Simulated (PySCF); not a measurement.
Molecule: `Oc1cccc(F)c1`, C$_{6}$H$_{5}$FO.

Atom-mapped SMILES (the numbers label the heavy atoms): `[OH:1][c:2]1[cH:3][cH:4][cH:5][c:6]([F:7])[cH:8]1`; H(Xn) means a hydrogen on atom n.

Geometry PBE0-D3(BJ)/def2-SVP throughout; GIAO in PySCF 2.14, gas phase, one conformer, non-relativistic; equivalent atoms averaged; functional PBE0.

For orientation, def2-SVP gives these absolute shieldings σ: O1 222.9, C2 39.0, C4 64.0, C5 89.3, C3 85.8, C8 95.4, H(C4) 24.24, H(C3) 24.84, H(C5) 25.01 ppm.

A run gave: O1 206.8, C2 20.9, C4 47.5, C5 73.2, C3 69.6, C8 80.2, H(C4) 23.95, H(C3) 24.49, H(C5) 24.62 ppm (absolute shieldings σ).

Q: Which basis set was used in that run?
A. STO-3G
B. pcSseg-1
C. def2-TZVP
D. 6-31G*

A: B. C5 tells them apart best: pcSseg-1 gives 73.2, def2-TZVP gives 76.5, STO-3G gives 137.4, 6-31G* gives 92.5 ppm.
